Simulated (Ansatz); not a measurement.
Calculated with Ansatz (gas phase, PBE0-D4/def2-TZVP geometries, no zero-point term in ΔE). CCSD(T)/CBS adds triple-zeta CCSD(T) − MP2 to the extrapolated MP2 energy (def2 sets, frozen cores). This one scheme is used for every species. Functionals use def2-TZVPP. HSE06 is defined as in plane-wave codes. Each species was taken in one conformer, which may not be the lowest.

`O[Si](O)(O)O[SiH2]F` + `[OH][Al]([F])[Cl]` → `O[Si](O)(O)[O][Al]([F])[Cl]` + `O[SiH2]F`  (ligand exchange at the Si–O bond)

```json
{"level": "LDA (SPW92)", "ΔE (kJ/mol)": "-5.6", "difference from CCSD(T)/CBS": "0.1"}
{"level": "BLYP-D4", "ΔE (kJ/mol)": "-3.9", "difference from CCSD(T)/CBS": "1.8"}
{"level": "r2SCAN-D4", "ΔE (kJ/mol)": "-5.5", "difference from CCSD(T)/CBS": "0.2"}
{"level": "HSE06-D4", "ΔE (kJ/mol)": "-5.8", "difference from CCSD(T)/CBS": "-0.1"}
{"level": "ωB97X-V", "ΔE (kJ/mol)": "-5.7", "difference from CCSD(T)/CBS": "0.0"}
{"level": "ωB97M-V", "ΔE (kJ/mol)": "-5.6", "difference from CCSD(T)/CBS": "0.1"}
{"level": "B2PLYP", "ΔE (kJ/mol)": "-5.7", "difference from CCSD(T)/CBS": "0.0"}
{"level": "PBE-QIDH", "ΔE (kJ/mol)": "-6.3", "difference from CCSD(T)/CBS": "-0.6"}
{"level": "revPBE", "ΔE (kJ/mol)": "-5.5", "difference from CCSD(T)/CBS": "0.2"}
{"level": "BLYP", "ΔE (kJ/mol)": "-5.1", "difference from CCSD(T)/CBS": "0.6"}
{"level": "r2SCAN", "ΔE (kJ/mol)": "-5.5", "difference from CCSD(T)/CBS": "0.2"}
{"level": "RPA@PBE/def2-TZVPP", "ΔE (kJ/mol)": "-5.8", "difference from CCSD(T)/CBS": "-0.1"}
{"level": "CCSD(T)/def2-SVP", "ΔE (kJ/mol)": "-10.1", "difference from CCSD(T)/CBS": "-4.4"}
{"level": "SCS-MP2/def2-TZVPP", "ΔE (kJ/mol)": "-5.9", "difference from CCSD(T)/CBS": "-0.2"}
{"level": "SCS-MP2/def2-QZVPP", "ΔE (kJ/mol)": "-5.5", "difference from CCSD(T)/CBS": "0.2"}
{"level": "MP2/CBS(def2)", "ΔE (kJ/mol)": "-5.4", "difference from CCSD(T)/CBS": "0.3"}
{"level": "CCSD(T)/CBS", "ΔE (kJ/mol)": "-5.7", "difference from CCSD(T)/CBS": "0"}
```

Largest T1 diagnostic among the species: 0.012.

Leaving LDA and LC-ωPBE aside and taking each functional with its dispersion term where it has one, the values spread over 2.3 kJ/mol, from PBE-QIDH to BLYP-D4. At CCSD(T), def2-SVP lies −4.4 kJ/mol from the extrapolated value and def2-TZVPP −0.5 kJ/mol.
